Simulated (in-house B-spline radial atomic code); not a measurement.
Radial electron density of the vanadium ion V⁸⁺, [Ne] 3s2 3p3. Computed with a B-spline radial code for spherical atoms: non-relativistic TPSSh, spin-polarised, spherical fractional occupations, point nucleus.

Columns: r (bohr), 4πr²n(r) (electrons per bohr), bar.

```
 0.00293    0.774 #
 0.00349     1.07 ##
 0.00415    1.468 ##
 0.00494    2.006 ###
 0.00587    2.714 ####
 0.00699    3.655 #####
 0.00831    4.862 #######
 0.00989    6.405 ##########
  0.0118    8.352 #############
   0.014    10.63 ################
  0.0166    13.27 ####################
  0.0198    16.31 ########################
  0.0236    19.49 #############################
   0.028    22.48 ##################################
  0.0333    25.05 ######################################
  0.0397     26.8 ########################################
  0.0472    27.33 #########################################
  0.0561    26.55 ########################################
  0.0668    24.68 #####################################
  0.0794    22.42 ##################################
  0.0945    20.71 ###############################
   0.112    20.53 ###############################
   0.134    22.38 ##################################
   0.159    25.52 ######################################
   0.189    28.49 ###########################################
   0.225     29.3 ############################################
   0.268    26.65 ########################################
   0.319    20.98 ################################
   0.379    14.37 ######################
   0.451    9.253 ##############
   0.536    7.107 ###########
   0.638    7.223 ###########
   0.759    7.576 ###########
   0.903    6.626 ##########
    1.07    4.532 #######
    1.28     2.22 ###
    1.52   0.7977 #
    1.81   0.1953 
    2.15   0.0315 
    2.56 0.002967 
    3.04 0.0001631
```

On this grid the curve has 3 maxima, near 0.0472, 0.225, 0.759 bohr.

The 3p up radial function P(r) = rR(r), positive near the nucleus:

| r (bohr) | P |
| --- | --- |
| 0.00293 | 0.001315 |
| 0.00415 | 0.002601 |
| 0.00587 | 0.005102 |
| 0.00831 | 0.009943 |
| 0.0118 | 0.01927 |
| 0.0166 | 0.0361 |
| 0.0236 | 0.06738 |
| 0.0333 | 0.1202 |
| 0.0472 | 0.2064 |
| 0.0668 | 0.3313 |
| 0.0945 | 0.4843 |
| 0.134 | 0.6171 |
| 0.189 | 0.6233 |
| 0.268 | 0.3714 |
| 0.379 | -0.1785 |
| 0.536 | -0.8362 |
| 0.759 | -1.185 |
| 1.07 | -0.9496 |
| 1.52 | -0.4123 |
| 2.15 | -0.08588 |
| 3.04 | -0.006514 |
